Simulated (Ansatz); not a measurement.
Cost and result up the ladder for Ga12N12 (24 atoms). Charge 0, multiplicity 1. Geometry: PBE-D4/def2-SVP.

```xyz
24

Ga    1.066   -3.195   -0.057
Ga    1.593   -0.910    1.250
Ga    1.827    0.432   -1.179
Ga    1.901    2.781    0.118
Ga   -0.372   -2.316    2.421
Ga    0.168    1.446    1.675
Ga   -0.169   -1.446   -1.676
Ga    0.372    2.316   -2.420
Ga   -1.900   -2.782   -0.118
Ga   -1.827   -0.432    1.179
Ga   -1.593    0.910   -1.249
Ga   -1.069    3.195    0.058
N     1.362   -2.839    1.801
N     1.642   -1.449   -0.723
N     1.949    0.948    0.797
N     2.157    2.348   -1.729
N    -0.098   -0.384    2.273
N     0.449    3.390    1.208
N    -0.450   -3.391   -1.210
N     0.099    0.384   -2.273
N    -2.157   -2.346    1.728
N    -1.947   -0.947   -0.798
N    -1.644    1.448    0.724
N    -1.362    2.839   -1.800
```

Ansatz on 4 threads of AMD EPYC 7R13 on a shared host and a share (37 GiB) of an NVIDIA H100 80GB HBM3. Times are rough, and most runs start from the orbitals of an earlier one. r2SCAN0-D4/def2-TZVP serves as the yardstick here, not as an exact answer. Differences are given only for rows in sets of like size (and for xTB, whose basis is part of the method), since another set adds its own error. Binding counts from free atoms at the same level (Ga doublet, N quartet; other spins of the atoms weren't run), without zero-point energy or a counterpoise term.

Correlated methods freeze 120 core orbitals; core or outer-core shells of Ga are correlated, in sets that lack core-valence functions. The rows differ in basis, and correlated rows in double-zeta sets carry the largest basis error. Single mean-field runs in def2-SVP, def2-TZVP are fitted with def2-universal-jkfit. Another isomer (singlet) lies 4.27 eV lower at PBE0-D4/def2-TZVP; other spin states weren't run for this one.

Correlated methods converge slowly with the basis, most of all in double-zeta sets.

```tsv
level	functions	wall time	binding energy per atom (eV)	difference from r2SCAN0-D4/def2-TZVP (eV)
MP2/def2-SVP	552	18 s	3.39	–
r2SCAN-D4/def2-TZVP	948	20 s	3.47	0.19
r2SCAN0-D4/def2-TZVP	948	24 s	3.28	0.00
PBE0-D4/def2-TZVP	948	31 s	3.47	0.19
PBE0-D4/def2-SVP	552	33 s	3.50	–
PBE-D4/def2-TZVP (with forces)	948	36 s	3.68	0.40
PBE-D4/def2-SVP	552	44 s	3.72	–
```
